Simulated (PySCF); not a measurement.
Si(H)2(OMe)(NH2) (CH7NOSi), SMILES O([SiH2]N)C.

The structure is a stationary point at B3LYP-D3(BJ)/def2-SVP. One conformer was computed; it need not be the lowest.

All values below come from B3LYP-D3(BJ)/def2-SVP (PySCF).

Frequencies are harmonic and unscaled.

Computed vibrational spectrum:
| mode | ν (cm⁻¹) | IR (km/mol) | Raman (Å⁴/amu) | depolarisation | moving atoms (share of kinetic energy) |
|---|---|---|---|---|---|
| 1 | 52 | 2.1 | 1.0 | 0.75 | O 36 %, H 30 %, C 18 %, N 13 % |
| 2 | 113 | 0.6 | 0.0 | – | H 94 % |
| 3 | 167 | 13.2 | 1.2 | 0.61 | H 30 %, C 21 %, O 18 %, Si 16 %, N 14 % |
| 4 | 239 | 19.2 | 2.3 | 0.75 | H 91 % |
| 5 | 306 | 15.0 | 3.5 | 0.64 | H 32 %, O 23 %, C 17 %, Si 14 %, N 14 % |
| 6 | 432 | 214.5 | 1.2 | 0.05 | H 60 %, N 35 % |
| 7 | 568 | 40.4 | 2.2 | 0.75 | H 87 %, Si 10 % |
| 8 | 747 | 72.9 | 10.6 | 0.17 | O 39 %, Si 30 %, C 13 %, H 12 % |
| 9 | 789 | 26.1 | 12.1 | 0.75 | H 91 % |
| 10 | 869 | 4.0 | 8.8 | 0.66 | N 41 %, H 38 %, Si 17 % |
| 11 | 903 | 65.3 | 5.4 | 0.75 | H 76 %, N 16 % |
| 12 | 953 | 264.1 | 7.3 | 0.48 | H 66 %, Si 26 % |
| 13 | 963 | 227.0 | 13.8 | 0.73 | H 90 %, Si 9 % |
| 14 | 1146 | 201.8 | 3.3 | 0.63 | O 41 %, C 34 %, H 23 % |
| 15 | 1178 | 1.3 | 2.6 | 0.75 | H 76 %, C 19 % |
| 16 | 1213 | 91.6 | 1.8 | 0.70 | H 55 %, C 22 %, O 22 % |
| 17 | 1475 | 3.4 | 16.9 | 0.75 | H 96 % |
| 18 | 1477 | 3.4 | 22.1 | 0.75 | H 97 % |
| 19 | 1480 | 11.3 | 7.8 | 0.69 | H 87 %, C 11 % |
| 20 | 1548 | 41.9 | 6.5 | 0.72 | H 89 %, N 10 % |
| 21 | 2211 | 189.6 | 57.9 | 0.75 | H 96 % |
| 22 | 2217 | 94.8 | 148.6 | 0.08 | H 98 % |
| 23 | 2973 | 75.5 | 136.6 | 0.02 | H 97 % |
| 24 | 3032 | 54.4 | 71.7 | 0.75 | H 90 %, C 10 % |
| 25 | 3092 | 37.7 | 113.6 | 0.55 | H 91 %, C 9 % |
| 26 | 3568 | 25.7 | 128.3 | 0.12 | H 96 % |
| 27 | 3658 | 28.8 | 77.0 | 0.75 | H 91 %, N 9 % |
